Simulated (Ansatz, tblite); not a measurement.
Removing an electron: the cluster Cd4⁻ (the lowest doublet isomer of a short search). Total charge -1; doublet. Geometry: PBE0/def2-SVPD. Ansatz, gas phase; energy differences of separate SCF runs; the oxidised species is a singlet (the triplet lies 1.94 eV higher at PBE0/def2-TZVPD).

```xyz
4

Cd    0.7311    0.6328    1.1490
Cd   -0.7301   -0.6293   -1.1514
Cd   -2.3855    1.2505    0.8289
Cd    2.3845   -1.2541   -0.8265
```

In the def2 sets Cd takes a core potential; there is no spin–orbit coupling. The xTB rows come from tblite. The structure comes from a short search, and lower isomers may exist.

```tsv
level	−HOMO (eV)	vertical IE (eV)	−LUMO (eV)	HOMO–LUMO gap (eV)	remarks
GFN1-xTB	–	5.69	–	–	–
GFN2-xTB	–	-1.18	–	–	–
PBE/def2-TZVPD	-0.99	0.77	-1.41	0.42	HOMO above zero (-1 doublet)
r2SCAN/def2-TZVPD	-0.74	0.88	-1.57	0.83	HOMO above zero (-1 doublet)
PBE0/def2-TZVPD	-0.45	0.77	-1.95	1.50	HOMO above zero (-1 doublet)
```

  A HOMO above zero means that the electron is unbound at that level or that self-interaction error raises the level; the energy of removing that electron tells which. HOMO and LUMO are the levels of the spin that leaves or enters (xTB has no such levels and no spin-polarisation term). Other spin states of the ions may lie lower, which would lower the ionisation energy or raise the affinity. Raw xTB energy differences between charge states are shifted by several eV; the methods need an empirical correction for them.
